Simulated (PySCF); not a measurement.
ClH₅N₂Si. Atoms are numbered in the order given.

```xyz
9

Si    -0.2309    -0.0890     0.5046
N     -1.4052    -1.0046    -0.3400
N      0.8980    -1.1853     1.1721
Cl     0.4960     1.2307    -0.9435
H     -0.6555     0.7887     1.6298
H     -1.9331    -0.5945    -1.1003
H     -1.9036    -1.7568     0.1205
H      1.3241    -1.8944     0.5853
H      1.5191    -0.8893     1.9162
```
Charge 0, spin multiplicity 1.

The structure is a stationary point at PBE0-D3(BJ)/def2-SVP. One conformer was computed; it need not be the lowest.

Method: PySCF with HF/def2-TZVP.

ESP charges are fitted to the potential on shells at 1.4 to 2.0 van der Waals radii. Atomic charges (e):

| atom | Löwdin | ESP fit |
|---|---|---|
| Si1 | [?] | 0.76 |
| N2 | [?] | -0.96 |
| N3 | [?] | -0.94 |
| Cl4 | 0.14 | -0.26 |
| H5 | [?] | -0.11 |
| H6 | 0.16 | 0.37 |
| H7 | 0.16 | 0.40 |
| H8 | 0.16 | 0.39 |
| H9 | 0.16 | 0.36 |

Question: What belongs in the gaps? (Estimate from the structure and the level; the computed values follow.)

Answer: 
- Si1, Löwdin: -0.17
- N2, Löwdin: -0.27
- N3, Löwdin: -0.27
- H5, Löwdin: -0.06

Question: Give the Mayer and Wiberg (Löwdin basis) orders of the bonds. (The exact figures need the calculation; the answer reports its results.)

Answer: 
```json
[
 {"bond": "Si1–N2", "Mayer": "1.11", "Wiberg": "1.52"},
 {"bond": "Si1–N3", "Mayer": "1.12", "Wiberg": "1.54"},
 {"bond": "Si1–Cl4", "Mayer": "1.00", "Wiberg": "1.69"},
 {"bond": "Si1–H5", "Mayer": "0.97", "Wiberg": "0.92"},
 {"bond": "N2–H6", "Mayer": "0.91", "Wiberg": "0.96"},
 {"bond": "N2–H7", "Mayer": "0.91", "Wiberg": "0.96"},
 {"bond": "N3–H8", "Mayer": "0.91", "Wiberg": "0.95"},
 {"bond": "N3–H9", "Mayer": "0.92", "Wiberg": "0.96"}
]
```
